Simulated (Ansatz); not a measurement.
Program: Ansatz 0.2.0.

Basis-set series for CH₅FS₂Si (`CS[SiH](F)S`). Total charge 0; spin multiplicity 1. All single points use the PBE0-D4/def2-TZVP geometry. It is one conformer, not always the lowest.

Cartesian coordinates in Å:
```
C -1.274 -0.793 0.989
S 0.423 -1.377 0.688
Si 1.096 0.028 -0.720
F 0.255 0.004 -2.080
S 0.900 1.980 0.096
H -1.670 -1.411 1.794
H -1.279 0.250 1.299
H -1.888 -0.924 0.100
H 2.485 -0.341 -1.061
H 0.952 2.583 -1.105
```

| functional | basis | functions | energy (Eh) | HOMO (eV) | LUMO (eV) |
| --- | --- | --- | --- | --- | --- |
| PBE0-D4 | def2-SVP | 107 | -1225.96430 | -7.35 | 0.34 |
| PBE0-D4 | def2-TZVPP | 258 | -1226.52388 | -7.44 | -0.13 |
| ωB97M-V | def2-SVP | 107 | -1226.38418 | -9.50 | 2.38 |
| ωB97M-V | def2-TZVPP | 258 | -1226.94711 | -9.62 | 1.75 |

Problem. Give the rows for def2-QZVPP. (Best estimate.)

Solution. The calculation gave: 
```json
{"functional": "PBE0-D4", "basis": "def2-QZVPP", "functions": "474", "energy (Eh)": "-1226.56605", "HOMO (eV)": "-7.47", "LUMO (eV)": "-0.33"}
{"functional": "ωB97M-V", "basis": "def2-QZVPP", "functions": "474", "energy (Eh)": "-1226.98711", "HOMO (eV)": "-9.66", "LUMO (eV)": "1.25"}
```

Positive LUMOs are unbound and depend on the basis.
